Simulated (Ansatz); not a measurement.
Input file for H4HfO3S (`[OH][Hf]([OH])([OH])[SH]`):

```yaml
crystal:
  periodic: [false, false, false]
  atoms:
    - {symbol: O, position_ang: [-1.162373, 0.202492, 1.451601]}
    - {symbol: Hf, position_ang: [-0.024201, -0.125584, -0.060086]}
    - {symbol: O, position_ang: [1.806756, 0.008020, 0.507873]}
    - {symbol: O, position_ang: [-0.373226, -1.807103, -0.910171]}
    - {symbol: S, position_ang: [-0.484250, 1.568084, -1.808972]}
    - {symbol: H, position_ang: [-1.433364, 0.358687, 2.349937]}
    - {symbol: H, position_ang: [2.749001, -0.122382, 0.493729]}
    - {symbol: H, position_ang: [-0.738177, -2.668813, -1.083186]}
    - {symbol: H, position_ang: [-0.340186, 2.586590, -0.940734]}
basis:
  gaussian: {orbitals: def2-TZVPP}
correlation: {method: ccsd_t}
output: {orbitals: {seedname: orbitals}}
```

```sh
$ ansatz run in.yaml --threads 4 --pin off --events-out ev --progress --plain
```

Log, shortened:

```
Functional definition: HF
1528 factors; integrals over basis functions are off by at most 8.5e-4 eV
mean field evaluation 1: about -18286.6262 eV, gradient 6.8e1 eV
mean field evaluation 2: about -18286.7820 eV, gradient 6.9e1 eV
mean field evaluation 4: about -18294.6488 eV, gradient 3.3e0 eV
mean field evaluation 8: about -18294.7266 eV, gradient 3.0e-1 eV
mean field evaluation 16: about -18294.7273 eV, gradient 2.9e-6 eV
mean field -18294.72732179 eV, -672.3188284640 hartree, gradient 2.9e-6 eV, S^2 0.000000; 0 other end points of the search recorded, 0 dependent functions left out
8 core orbitals not correlated: weight in the atoms' cores, before any rotation towards them, 1.000 or more for the frozen orbitals, at most 0.000 for the correlated occupied ones
reference -18294.72732179 eV, -672.3188284640 hartree; 20, 20 occupied and 219, 219 virtual orbitals, 1528 factors
second order -33.39989685 eV of doubles, -0.00000000 eV of singles
cycle   1  -32.82726048 eV  change    5.7e-1 eV  update   1.5e-1
cycle   2  -33.57742802 eV  change   -7.5e-1 eV  update   5.4e-2
cycle   3  -33.80308118 eV  change   -2.3e-1 eV  update   2.6e-2
cycle   4  -33.78144337 eV  change    2.2e-2 eV  update   7.1e-3
cycle   5  -33.77436962 eV  change    7.1e-3 eV  update   2.6e-3
cycle   6  -33.77593612 eV  change   -1.6e-3 eV  update   8.1e-4
cycle   7  -33.77555611 eV  change    3.8e-4 eV  update   2.7e-4
cycle   8  -33.77540116 eV  change    1.5e-4 eV  update   8.3e-5
cycle   9  -33.77544470 eV  change   -4.4e-5 eV  update   3.2e-5
perturbative correction -1.35737618 eV, -0.0498826545 hartree
Total energy: -18329.86014267 eV, -673.6099358176 hartree
```

Hardware: 4 threads of a server CPU on a shared host. Wall time 3.5 min, peak host memory 5.9 GiB.

The correlation energy is -35.133 eV, 3.9 % of it from (T); the T1 diagnostic reads 0.0154.
